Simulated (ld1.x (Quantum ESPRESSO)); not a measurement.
Values are calculated unless marked as measured or tabulated.
Potentials for aluminium (Al) compared

Generated with ld1.x 7.5 (TM, RRKJ, ultrasoft, PAW), atompaw 4.2 or ONCVPSP 4.0.1. The cutoff is in Ry: for ld1.x and atompaw files where the sum of valence levels is converged to 10 mRy in a Bessel basis, for ONCV files where the hardest occupied wave has 1 mHa per electron of residual kinetic energy. The error is the largest all-electron minus pseudo excitation energy over each file’s own four to seven test configurations (ionisations up to +4, promotions, holes and added fractions of an electron), all of which were solved. The labels leave out finer settings (local radius, basis sizes, second energies), which also bear on the numbers. Spin-polarised tests are not counted. The rows are a selection from randomly drawn settings: files with unsolved tests, undetermined cutoffs or missed reference levels are left out.

```tsv
potential	cutoff (Ry)	largest error (meV)	bound ghosts
RRKJ, PBEsol, non-relativistic, rc 1.80/2.20 (sp), local s, core correction yes, reference 3s2 3p1	10	+18	none
TM, PBE, scalar-relativistic, rc 1.60/2.60/2.15 (spd), local smoothed, core correction yes, reference 3s2 3p0	18	-13	none
TM semilocal, PBE, scalar-relativistic, rc 1.80/2.40/2.35 (spd), local s, core correction no, reference 3s2 3p0.5	10	+27	none
```

(1) Fill in the row for Al: TM, PW91, non-relativistic, rc 2.25/2.60 (sp), local smoothed, core correction no, reference 3s1.75 3p1.25.

(2) Fill in the row for Al: TM, PBE, scalar-relativistic, rc 1.55/2.70/2.60 (spd), local d, core correction no, reference 3s2 3p1.

(3) Fill in the row for Al: RRKJ, PBE, scalar-relativistic, rc 2.05/2.65/2.45 (spd), local d, core correction yes, reference 3s2 3p1.

Results:

(1) cutoff 8 Ry, largest error +24 meV, bound ghosts: none.

(2) cutoff 21 Ry, largest error +42 meV, bound ghosts: none.

(3) cutoff 12 Ry, largest error +54 meV, bound ghosts: none.
